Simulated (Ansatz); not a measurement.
```yaml
crystal:
  periodic: [false, false, false]
  atoms:
    - {symbol: C, position_ang: [-1.932951, 0.510269, 0.205985]}
    - {symbol: Al, position_ang: [-0.151361, -0.299909, 0.352595]}
    - {symbol: C, position_ang: [1.412273, 0.733175, 0.925430]}
    - {symbol: O, position_ang: [-0.016339, -2.002642, 0.603854]}
    - {symbol: S, position_ang: [0.456217, -0.554983, -2.188658]}
    - {symbol: H, position_ang: [-2.373506, 0.670756, 1.196366]}
    - {symbol: H, position_ang: [-1.897704, 1.490524, -0.281226]}
    - {symbol: H, position_ang: [-2.635765, -0.110361, -0.358763]}
    - {symbol: H, position_ang: [2.349342, 0.192969, 0.758277]}
    - {symbol: H, position_ang: [1.360450, 0.945983, 1.999005]}
    - {symbol: H, position_ang: [1.487285, 1.700964, 0.418532]}
    - {symbol: H, position_ang: [-0.789401, -2.562601, 0.640875]}
    - {symbol: H, position_ang: [1.526658, -1.295700, -1.858034]}
    - {symbol: H, position_ang: [1.191901, 0.552356, -2.385436]}
basis:
  gaussian: {orbitals: STO-3G, final_grid: {core_spheres: 1, valence_spheres: 1, degree: 5}}
hamiltonian: {xc: {name: wB97M-V}}
```

```sh
$ ansatz run in.yaml --threads 4 --pin off --events-out ev --progress --plain --max-ram 10444MiB
```

Output, abridged:

```
Functional definition: wB97M-V
522 factors; integrals over basis functions are off by at most 6.5e-5 eV
229 factors; integrals over basis functions are off by at most 1.9e-6 eV
mean field evaluation 1: about -21446.2349 eV, gradient 2.6e1 eV
mean field evaluation 2: about -21447.9824 eV, gradient 1.6e1 eV
mean field evaluation 4: about -21448.7271 eV, gradient 5.5e-1 eV
mean field evaluation 8: about -21418.0020 eV, gradient 8.5e-1 eV
mean field -21418.00506664 eV, -787.0971685539 hartree, gradient 7.5e-5 eV, S^2 0.000000; 0 other end points of the search recorded, 0 dependent functions left out
reference -21418.00506990 eV, -787.0971686737 hartree; 29, 29 occupied and 13, 13 virtual orbitals, 522 factors
Total energy: -21418.00506990 eV, -787.0971686737 hartree
```

In this input the integration grid is far too coarse. Self-consistency was reached. The result belongs to that input, not to the molecule as meant.
